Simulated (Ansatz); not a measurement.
Born–Oppenheimer molecular dynamics of CH5ClOSn (9 atoms, charge 0, multiplicity 1). It goes on from the last frame of an earlier run, with new velocities.

Level of theory: RKS PBE/def2-SVP (Ansatz 0.2.0).

| Quantity | Value |
| --- | --- |
| ensemble | NVE (velocity Verlet) |
| time step | 0.5 fs |
| steps asked | 150 |
| starting velocities drawn for | 300 K |
| seed | 938717 |

Frames 0.5 fs apart, positions in Å.

Velocities at 20 fs (Å/ps):

```
Sn 1.06 -0.60 -0.55
C -1.39 4.82 5.31
H 4.52 -8.78 3.27
H -8.18 15.42 8.06
H -28.57 -22.54 -16.49
H -3.93 58.08 11.75
Cl -1.40 6.29 -0.48
O 1.09 -15.98 2.69
H -39.79 3.53 -31.52
```

```xyz
9
Properties=species:S:1:pos:R:3 time_fs=20 energy_less_start_eV=-0.498 T=848
Sn 0.113 0.055 0.155
C 0.237 -0.573 2.294
H -0.181 -0.095 3.204
H -0.051 -1.645 2.315
H 1.356 -0.612 2.338
H 1.554 0.166 -0.827
Cl -1.370 1.560 -0.970
O -1.009 -1.696 -0.441
H -0.813 -1.912 -1.375
9
Properties=species:S:1:pos:R:3 time_fs=20.5 energy_less_start_eV=-0.482 T=831
Sn 0.113 0.055 0.155
C 0.237 -0.571 2.297
H -0.179 -0.099 3.205
H -0.055 -1.638 2.318
H 1.341 -0.623 2.330
H 1.552 0.195 -0.820
Cl -1.371 1.564 -0.970
O -1.008 -1.704 -0.440
H -0.833 -1.910 -1.390
9
Properties=species:S:1:pos:R:3 time_fs=21 energy_less_start_eV=-0.457 T=804
Sn 0.114 0.054 0.154
C 0.236 -0.569 2.300
H -0.177 -0.101 3.205
H -0.061 -1.630 2.321
H 1.327 -0.633 2.323
H 1.550 0.225 -0.813
Cl -1.371 1.567 -0.971
O -1.008 -1.712 -0.439
H -0.853 -1.908 -1.405
9
Properties=species:S:1:pos:R:3 time_fs=21.5 energy_less_start_eV=-0.426 T=769
Sn 0.114 0.054 0.154
C 0.236 -0.567 2.302
H -0.175 -0.102 3.204
H -0.068 -1.622 2.322
H 1.314 -0.643 2.318
H 1.548 0.254 -0.805
Cl -1.372 1.570 -0.971
O -1.006 -1.720 -0.437
H -0.873 -1.904 -1.418
9
Properties=species:S:1:pos:R:3 time_fs=22 energy_less_start_eV=-0.396 T=737
Sn 0.114 0.053 0.154
C 0.235 -0.564 2.304
H -0.173 -0.101 3.203
H -0.076 -1.615 2.322
H 1.304 -0.652 2.314
H 1.547 0.283 -0.797
Cl -1.373 1.573 -0.971
O -1.005 -1.727 -0.436
H -0.894 -1.899 -1.428
9
Properties=species:S:1:pos:R:3 time_fs=22.5 energy_less_start_eV=-0.375 T=715
Sn 0.115 0.053 0.153
C 0.235 -0.562 2.306
H -0.172 -0.098 3.203
H -0.085 -1.609 2.321
H 1.298 -0.660 2.311
H 1.546 0.313 -0.788
Cl -1.373 1.577 -0.971
O -1.004 -1.734 -0.435
H -0.915 -1.894 -1.434
9
Properties=species:S:1:pos:R:3 time_fs=23 energy_less_start_eV=-0.370 T=709
Sn 0.115 0.052 0.153
C 0.234 -0.560 2.308
H -0.172 -0.093 3.202
H -0.096 -1.604 2.319
H 1.295 -0.668 2.309
H 1.546 0.342 -0.778
Cl -1.374 1.580 -0.971
O -1.002 -1.741 -0.433
H -0.936 -1.887 -1.437
9
Properties=species:S:1:pos:R:3 time_fs=23.5 energy_less_start_eV=-0.380 T=719
Sn 0.115 0.052 0.153
C 0.234 -0.558 2.309
H -0.171 -0.086 3.201
H -0.109 -1.599 2.316
H 1.296 -0.676 2.309
H 1.545 0.371 -0.768
Cl -1.375 1.583 -0.971
O -1.000 -1.748 -0.432
H -0.957 -1.879 -1.436
9
Properties=species:S:1:pos:R:3 time_fs=24 energy_less_start_eV=-0.402 T=743
Sn 0.116 0.051 0.152
C 0.233 -0.556 2.311
H -0.172 -0.077 3.201
H -0.122 -1.595 2.312
H 1.301 -0.682 2.311
H 1.545 0.399 -0.757
Cl -1.375 1.586 -0.971
O -0.998 -1.755 -0.431
H -0.978 -1.870 -1.432
9
Properties=species:S:1:pos:R:3 time_fs=24.5 energy_less_start_eV=-0.429 T=773
Sn 0.116 0.050 0.152
C 0.233 -0.554 2.312
H -0.172 -0.066 3.201
H -0.137 -1.592 2.308
H 1.309 -0.689 2.314
H 1.546 0.428 -0.746
Cl -1.376 1.589 -0.971
O -0.996 -1.762 -0.431
H -0.999 -1.861 -1.425
9
Properties=species:S:1:pos:R:3 time_fs=25 energy_less_start_eV=-0.453 T=799
Sn 0.116 0.050 0.152
C 0.232 -0.553 2.312
H -0.172 -0.053 3.200
H -0.153 -1.589 2.302
H 1.319 -0.694 2.318
H 1.547 0.456 -0.735
Cl -1.376 1.593 -0.971
O -0.993 -1.768 -0.430
H -1.020 -1.850 -1.415
9
Properties=species:S:1:pos:R:3 time_fs=25.5 energy_less_start_eV=-0.469 T=817
Sn 0.116 0.049 0.151
C 0.231 -0.551 2.313
H -0.173 -0.038 3.200
H -0.170 -1.587 2.296
H 1.331 -0.699 2.323
H 1.549 0.483 -0.723
Cl -1.377 1.596 -0.971
O -0.990 -1.774 -0.429
H -1.040 -1.839 -1.405
```

Of the whole run (75 fs, mean temperature of the second half 978 K): The conserved energy stayed within 0.19 meV per atom of its start (net change -0.15 meV per atom), so the integration is sound. The kinetic energy rose, since the run started high on the potential surface and went downhill. A run of 0.075 ps of so small a system gives no equilibrium averages.

The run took 4.5 min on 2 threads of Arm Neoverse V1 (shared host), peak memory 0.13 GiB.
